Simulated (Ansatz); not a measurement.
Molecule: sum formula BHCl, charge 0, multiplicity 2. It need not be the lowest isomer of its formula. 
Geometry from a B3LYP-D3(BJ)/def2-TZVP (Ansatz, a program for electronic structure) optimisation:
```
B
H 1 1.1892
Cl 1 1.7169 2 123.67
```
Charge 0, spin multiplicity 2.

Basis-set convergence of Hartree-Fock and MP2 correlation energies (hartree) with Ansatz. Cores are frozen in the correlated levels unless marked. Open shells are spin-unrestricted. No spin-orbit coupling. Non-relativistic.

| basis | functions | E(HF) | E(corr, MP2) |
|---|---|---|---|
| cc-pV(D+d)Z | 42 | -484.73800 | -0.20028 |
| cc-pV(T+d)Z | 83 | -484.75890 | -0.26437 |
| cc-pV(Q+d)Z | 149 | -484.76408 | -0.28868 |

Extrapolating the two largest sets (X = 3 and 4) as X^-3: E(corr) = (64·(-0.28868) - 27·(-0.26437))/37 = -0.3064 Eh, an estimate of the basis-set limit. The largest set recovers 94.2 % of it, the smallest 65.4 %.
